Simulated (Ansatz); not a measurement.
Species: CH$_{2}$NO, charge 1, singlet. CH2NO+ (SMILES [NH2+]=C=O).
B3LYP-D3(BJ)/def2-TZVP minimum from Ansatz (a quantum-chemistry and plane-wave program):
```xyz
5

N     -1.0662     0.2609     0.2152
C      0.1427    -0.0349    -0.0288
O      1.2156    -0.2974    -0.2454
H     -1.6361    -0.3425     0.8095
H     -1.4816     1.1053    -0.1801
```
Charge +1, spin multiplicity 1.

Total energies in cc-pVTZ, 16 correlated electrons, 3 frozen orbitals. Open shells are spin-unrestricted; no spin-orbit coupling. Cores are frozen in correlated methods. No relativity.

```csv
method,program,energy (Eh),minus CCSDT(Q) (mEh)
HF,Ansatz,-168.12484,599.80
MP2,Ansatz,-168.69389,30.76
CCSD,Ansatz,-168.69669,27.96
CCSD(T),Ansatz,-168.72287,1.78
CCSDT(Q),Ansatz,-168.72465,0.00
```

Rough core times of Ansatz's runs on a shared machine: CCSD(T) 20 s, CCSDT(Q) 30 min.
